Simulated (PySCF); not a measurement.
InO (SMILES [O]=[In]), doublet, at a GFN2-xTB geometry (such geometries of metal compounds can be far from the true shape) (all electrons, no relativity); CASSCF(7,6)/STO-3G in PySCF.

Here is a job for PySCF.
```python
from pyscf import gto, scf, mcscf
import numpy

mol = gto.Mole()
mol.atom = '''
    In   -0.00000000   -0.00000000   -0.25925626
    O     0.00000000    0.00000000    1.58794457
'''
mol.basis = 'sto-3g'
mol.spin = 1
mol.verbose = 4
mol.build()

mf = scf.ROHF(mol)
mf.kernel()
mc = mcscf.CASSCF(mf, 6, 7)
mc.fix_spin_(ss=0.75)
mc.kernel()
occ = numpy.linalg.eigvalsh(mc.fcisolver.make_rdm1(mc.ci, mc.ncas, mc.nelecas))[::-1]
ss = mc.fcisolver.spin_square(mc.ci, mc.ncas, mc.nelecas)[0]
print('natural occupations', occ.round(4), ' <S^2>', round(ss, 4))
```

Task: What does PySCF print? Leave out banner, timings and long lists.

Result: 
```
PySCF version 2.14.0

[INPUT] verbose = 4
[INPUT] num. atoms = 2
[INPUT] num. electrons = 57
[INPUT] charge = 0
[INPUT] spin (= nelec alpha-beta = 2S) = 1
[INPUT] symmetry False subgroup None
[INPUT] Mole.unit = angstrom
[INPUT] Symbol           X                Y                Z      unit          X                Y                Z       unit  Magmom
[...]
nuclear repulsion = 112.298274942113
number of shells = 14
number of NR pGTOs = 96
number of NR cGTOs = 32
basis = sto-3g
ecp = {}

******** <class 'pyscf.scf.rohf.ROHF'> ********
method = ROHF
initial guess = minao
damping factor = 0
level_shift factor = 0
DIIS = <class 'pyscf.scf.diis.CDIIS'>
diis_start_cycle = 1
diis_space = 8
diis_damp = 0
SCF conv_tol = 1e-09
SCF conv_tol_grad = None
SCF max_cycles = 50
direct_scf = True
direct_scf_tol = 1e-13
num. doubly occ = 28  num. singly occ = 1
Set gradient conv threshold to 3.16228e-05
init E= -5741.00030850003
[...]
cycle= 1 E= -5756.37206980148  delta_E= -15.4  |g|= 0.556  |ddm|= 1.49
[...]
cycle= 2 E= -5755.3797529782  delta_E= 0.992  |g|=  1.9  |ddm|= 2.15
[...]
cycle= 3 E= -5756.57379511931  delta_E= -1.19  |g|= 0.269  |ddm|= 1.26
[...]
cycle= 4 E= -5756.61402050808  delta_E= -0.0402  |g|= 0.074  |ddm|= 0.34
[...]
cycle= 5 E= -5756.62068180377  delta_E= -0.00666  |g|= 0.0689  |ddm|= 0.135
[...]
cycle= 6 E= -5756.6307197071  delta_E= -0.01  |g|= 0.045  |ddm|= 0.248
[...]
cycle= 7 E= -5756.63371469137  delta_E= -0.00299  |g|= 0.00967  |ddm|= 0.148
[...]
cycle= 8 E= -5756.63010354555  delta_E= 0.00361  |g|= 0.0404  |ddm|= 0.234
[...]
cycle= 9 E= -5756.63365175544  delta_E= -0.00355  |g|= 0.0107  |ddm|= 0.245
[...]
cycle= 10 E= -5756.6337984807  delta_E= -0.000147  |g|= 0.00758  |ddm|= 0.0191
[...]
cycle= 11 E= -5756.63396796592  delta_E= -0.000169  |g|= 0.00143  |ddm|= 0.0359
[...]
cycle= 12 E= -5756.63397377796  delta_E= -5.81e-06  |g|= 0.000243  |ddm|= 0.00672
[...]
cycle= 13 E= -5756.63397389305  delta_E= -1.15e-07  |g|= 8.34e-05  |ddm|= 0.00149
[...]
cycle= 14 E= -5756.63397390779  delta_E= -1.47e-08  |g|= 4.53e-06  |ddm|= 0.000377
[...]
cycle= 15 E= -5756.63397390779  delta_E= -1.82e-12  |g|= 2.99e-06  |ddm|= 1.25e-05
[...]
Extra cycle  E= -5756.63397390781  delta_E= -1.82e-11  |g|= 2.5e-06  |ddm|= 1.86e-05
converged SCF energy = -5756.63397390781

******** <class 'pyscf.mcscf.mc1step.CASSCF'> ********
CAS (4e+3e, 6o), ncore = 25, nvir = 1
max_cycle_macro = 50
max_cycle_micro = 4
conv_tol = 1e-07
conv_tol_grad = None
orbital rotation max_stepsize = 0.02
orbital rotation threshold for CI restart = 0.01
augmented hessian ah_max_cycle = 30
augmented hessian ah_conv_tol = 1e-12
augmented hessian ah_linear dependence = 1e-14
augmented hessian ah_level shift = 1e-08
augmented hessian ah_start_tol = 2.5
augmented hessian ah_start_cycle = 3
augmented hessian ah_grad_trust_region = 3
kf_trust_region = 3
kf_interval = 4
ci_response_space = 4
ci_grad_trust_region = 3
with_dep4 0
natorb = False
canonicalization = True
sorting_mo_energy = False
ao2mo_level = 2
internal_rotation = False
******** <class 'pyscf.fci.addons.SpinPenaltyFCISolver'> ********
max. cycles = 50
conv_tol = 1e-08
davidson only = True
linear dependence = 1e-12
level shift = 0.001
max iter space = 12
nroots = 1
pspace_size = 400
spin = None
CASCI E = -5756.67988118873  S^2 = 0.7500000
Set conv_tol_grad to 0.000316228
macro iter   1 ( 21 JK    4 micro), CASSCF E = -5756.68659147694  dE = -6.71028821e-03  S^2 = 0.7500000
               |grad[o]|=0.0704  |grad[c]|= 0.01  |ddm|=0.0331  |maxRot[o]|=0.0669
macro iter   2 ( 21 JK    4 micro), CASSCF E = -5756.68710279470  dE = -5.11317769e-04  S^2 = 0.7500000
               |grad[o]|=0.0196  |grad[c]|=0.00155  |ddm|=0.00547  |maxRot[o]|=0.0913
macro iter   3 ( 21 JK    4 micro), CASSCF E = -5756.68728714703  dE = -1.84352327e-04  S^2 = 0.7500000
               |grad[o]|=0.0107  |grad[c]|=0.001  |ddm|=0.00269  |maxRot[o]|=0.0854
macro iter   4 ( 21 JK    4 micro), CASSCF E = -5756.68740857979  dE = -1.21432757e-04  S^2 = 0.7500000
               |grad[o]|=0.00708  |grad[c]|=0.000738  |ddm|=0.0022  |maxRot[o]|=0.0891
macro iter   5 ( 21 JK    4 micro), CASSCF E = -5756.68750234286  dE = -9.37630730e-05  S^2 = 0.7500000
               |grad[o]|=0.0046  |grad[c]|=0.000626  |ddm|=0.00128  |maxRot[o]|=0.088
macro iter   6 ( 21 JK    4 micro), CASSCF E = -5756.68755337280  dE = -5.10299369e-05  S^2 = 0.7500000
               |grad[o]|=0.00317  |grad[c]|=0.000659  |ddm|=0.001  |maxRot[o]|=0.0894
macro iter   7 ( 21 JK    4 micro), CASSCF E = -5756.68744950654  dE =  1.03866256e-04  S^2 = 0.7500000
               |grad[o]|=0.00215  |grad[c]|=0.00246  |ddm|=0.000534  |maxRot[o]|=0.111
macro iter   8 ( 21 JK    4 micro), CASSCF E = -5756.68755934064  dE = -1.09834097e-04  S^2 = 0.7500000
               |grad[o]|=0.00196  |grad[c]|=0.004  |ddm|=0.00097  |maxRot[o]|=0.0955
macro iter   9 ( 21 JK    4 micro), CASSCF E = -5756.68765033695  dE = -9.09963101e-05  S^2 = 0.7500000
               |grad[o]|=0.00161  |grad[c]|=0.00711  |ddm|=0.000727  |maxRot[o]|=0.134
macro iter  10 (  7 JK    2 micro), CASSCF E = -5756.68772396495  dE = -7.36280035e-05  S^2 = 0.7500000
               |grad[o]|=0.00141  |grad[c]|=0.00146  |ddm|=0.000996  |maxRot[o]|=0.0518
macro iter  11 (  7 JK    2 micro), CASSCF E = -5756.68779662799  dE = -7.26630342e-05  S^2 = 0.7500000
               |grad[o]|=0.00108  |grad[c]|=0.00268  |ddm|=0.00093  |maxRot[o]|=0.0601
macro iter  12 (  7 JK    2 micro), CASSCF E = -5756.68785866923  dE = -6.20412402e-05  S^2 = 0.7500000
               |grad[o]|=0.000809  |grad[c]|=0.004  |ddm|=0.000864  |maxRot[o]|=0.0648
macro iter  13 (  7 JK    2 micro), CASSCF E = -5756.68790178277  dE = -4.31135441e-05  S^2 = 0.7500000
               |grad[o]|=0.000548  |grad[c]|=0.00533  |ddm|=0.000661  |maxRot[o]|=0.0671
macro iter  14 (  7 JK    2 micro), CASSCF E = -5756.68792156597  dE = -1.97832023e-05  S^2 = 0.7500000
               |grad[o]|=0.000306  |grad[c]|=0.0059  |ddm|=0.00045  |maxRot[o]|=0.0686
macro iter  15 (  3 JK    1 micro), CASSCF E = -5756.68792305955  dE = -1.49357129e-06  S^2 = 0.7500000
               |grad[o]|=9.87e-05  |grad[c]|=0.00059  |ddm|=0.000141  |maxRot[o]|=0.0198
macro iter  16 (  3 JK    1 micro), CASSCF E = -5756.68792317513  dE = -1.15583134e-07  S^2 = 0.7500000
               |grad[o]|=3.19e-05  |grad[c]|=0.000171  |ddm|=8.84e-05  |maxRot[o]|=0.00825
macro iter  17 (  1 JK    1 micro), CASSCF E = -5756.68792317593  dE = -8.05812306e-10  S^2 = 0.7500000
               |grad[o]|=1.87e-05  |grad[c]|=3.3e-05  |ddm|=1.52e-05  |maxRot[o]|=    0
1-step CASSCF converged in  17 macro (231 JK  49 micro) steps
CASSCF canonicalization
Density matrix diagonal elements [0.99666816 1.9816561  1.91308385 1.99428805 0.06236771 0.05193613]
CASSCF energy = -5756.68792317593
CASCI E = -5756.68792317593  E(CI) = -12.7965729284442  S^2 = 0.7500000
natural occupations [1.9988 1.9825 1.9086 1.0016 0.0575 0.051 ]  <S^2> 0.75
```
